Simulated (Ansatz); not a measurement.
Reading a saddle point

A first-order saddle point of SiH$_{4}$Cl$_{2}$F$_{2}$, closed shell, PBE0-D4/def2-TZVP, with one imaginary mode of 1088i cm⁻¹:

| atom | x (Å) | y (Å) | z (Å) |
| --- | --- | --- | --- |
| Si1 | -0.6249 | 0.3130 | -0.5832 |
| H2 | -0.5034 | -0.3600 | 0.9060 |
| Cl3 | -0.1514 | -1.1283 | -1.9405 |
| Cl4 | -2.6641 | -0.0175 | -0.2213 |
| H5 | -0.7428 | 1.7048 | -1.0327 |
| H6 | 1.6046 | 0.0379 | 0.5646 |
| F7 | 1.1444 | 0.7491 | -0.2758 |
| H8 | 0.3798 | -0.6157 | 1.1984 |
| F9 | 1.5576 | -0.6833 | 1.3845 |

Computed with Ansatz 0.2.0 (basis: def2-TZVPP and def2-QZVPP); correlated methods freeze the cores. Extrapolation: Hartree–Fock as exp(−7.88 √X), correlation as X^−2.97.

Task: Which contacts change along the imaginary mode, and what lies on either side? (A judgement: the text doesn't fix the answer.)

Result: The calculation gives: The step is SiH₂Cl₂ ([Cl][SiH2][Cl]) + HF + HF → SiHCl₂F ([F][SiH]([Cl])[Cl]) + HF + H₂, with the molecules in contact on both sides. Shortening one way: Si1–F7, H2–H8, H6–F9; lengthening the same way: Si1–H2, H6–F7, H8–F9.
```json
{"pair": "Si1–F7", "one side (Å)": "2.98", "saddle (Å)": "1.85", "other side (Å)": "1.60"}
{"pair": "H2–H8", "one side (Å)": "3.33", "saddle (Å)": "0.96", "other side (Å)": "0.75"}
{"pair": "H6–F9", "one side (Å)": "1.70", "saddle (Å)": "1.09", "other side (Å)": "0.93"}
{"pair": "Si1–H2", "one side (Å)": "1.47", "saddle (Å)": "1.64", "other side (Å)": "3.81"}
{"pair": "H6–F7", "one side (Å)": "0.94", "saddle (Å)": "1.19", "other side (Å)": "1.86"}
{"pair": "H8–F9", "one side (Å)": "0.94", "saddle (Å)": "1.19", "other side (Å)": "2.63"}
```

Task: Which side is lower, and how far does the saddle lie above each? (To be estimated.)

Result: By the calculation: The side with Si1–F7, H2–H8, H6–F9 short is lower by 1.000 eV; the saddle lies 2.569 eV above it and 1.569 eV above the other (CCSD(T) at an estimated basis limit (MP2 extrapolated from triple and quadruple zeta, plus CCSD(T) − MP2 in triple zeta); electronic energies).

No T1 diagnostic of these runs exceeds 0.011.

Labels in which every atom is bracketed show which atoms are joined, not bond orders.

For scale, one of the runs: CCSD(T)/def2-TZVPP, 244 basis functions, launched by `ansatz run in.yaml --threads 8 --pin off --events-out ev --progress --plain --max-ram 19148MiB`. Hardware: 8 CPU threads of an Arm Neoverse V1, shared host. Wall time 98 s; peak host memory 4.8 GiB.
